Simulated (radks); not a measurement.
The platinum ion Pt+ inside a hard spherical wall (all orbitals vanish at R), configuration held at [Xe] 4f14 5d9 and not refilled when levels cross. All-electron calculation, scalar-relativistic Kohn-Sham, PBEsol, spin-polarised, spherical densities, finite nucleus; open shells are filled with parallel spins first (spin-orbit coupling, left out, can overturn this in heavy ions); Fermi nuclear charge, rms radius 5.427 fm. Program: a radial shooting solver on a logarithmic mesh with Libxc functionals. Eigenvalues in eV for spin up, with the zero of energy where the potential of the charges vanishes at infinity; a dash marks a level that is unbound or too diffuse for the functional's potential to be trusted. A positive occupied level is held by the wall or, in an anion where self-interaction has pushed it up, behind a barrier. The pressure on the wall is -dE/dV.

| R (bohr) | E (hartree) | kinetic (hartree) | e(5s) | e(4f) | e(5p) | e(5d) | e(6s, empty) | e(6p, empty) | pressure (GPa) |
|---|---|---|---|---|---|---|---|---|---|
| free | -18404.2001 | 20513.277 | -110.25 | -78.374 | -64.587 | -14.620 | -13.068 | -6.663 | 0 |
| 15 | -18404.2001 | 20513.277 | -110.25 | -78.374 | -64.587 | -14.620 | -13.068 | -6.663 | < 0.0001 |
| 10 | -18404.2001 | 20513.277 | -110.25 | -78.374 | -64.586 | -14.619 | -13.068 | -6.649 | < 0.0001 |
| 8 | -18404.2000 | 20513.278 | -110.24 | -78.366 | -64.579 | -14.613 | -13.058 | -6.539 | 0.00619 |
| 6 | -18404.1965 | 20513.312 | -110.07 | -78.191 | -64.415 | -14.467 | -12.824 | -5.666 | 0.431 |
| 3 | -18403.2345 | 20518.104 | -99.401 | -66.445 | -54.425 | -4.055 | 6.582 | 24.176 | 511 |
| 2 | -18394.6445 | 20554.282 | -67.506 | -28.144 | -21.672 | 37.843 | 100.52 | 140.31 | 14800 |
